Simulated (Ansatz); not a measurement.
Ideal-gas functions of `O=CBF` at 800 K and 1 bar, from an Ansatz frequency run at PBE0-D4/def2-TZVP.

Molar mass 59.84 g/mol, point group Cs (symmetry number 1), electronic degeneracy 1, moments of inertia 10.25, 123.038, 133.288 u Å². Harmonic wavenumbers (cm⁻¹, unscaled): 42, 265, 470, 689, 976, 1005, 1090, 1329, 1431, 1792, 2662, 2860.

Use S(trans) = R[1.5 ln M + 2.5 ln T − 1.1517]; rotational temperatures θ = 24.2544 K / I; S(rot) = R[ln(√π/σ · √(T³/θAθBθC)) + 1.5]; for each mode x = 1.438777 ν̃/T, S = R[x/(eˣ − 1) − ln(1 − e⁻ˣ)] and H = RT x/(eˣ − 1); 1 cm⁻¹ = 0.0119627 kJ/mol; R = 8.31446 J/(mol·K).

By hand: the entropy, in J/(mol·K).

Translation 180.4. Rotation: θ = 2.3663, 0.1971, 0.182 K, giving 110.9. Vibration, mode by mode: 29.79, 14.55, 9.96, 7.04, 4.63, 4.44, 3.93, 2.80, 2.43, 1.45, 0.40, 0.30, in all 81.7. Electronic 0.0. Sum 373.0 J/(mol·K).

By hand: H − E and G − E in kJ/mol, counted from the electronic energy.

Zero-point energy ½ × 14611 × 0.0119627 = 87.4; thermal vibration 30.5; translation, rotation and pV give 4 RT = 26.6. H − E = 144.5 kJ/mol, and G − E = 144.5 − 800 × 373.0/1000 = -153.9 kJ/mol.

Vibration gives 22 % of the entropy, 29.8 J/(mol·K) of it from the mode under 150 cm⁻¹: soft modes count most, and the harmonic formula is weakest for them. The sum counts one conformer and one mirror image; others add a mixing term.
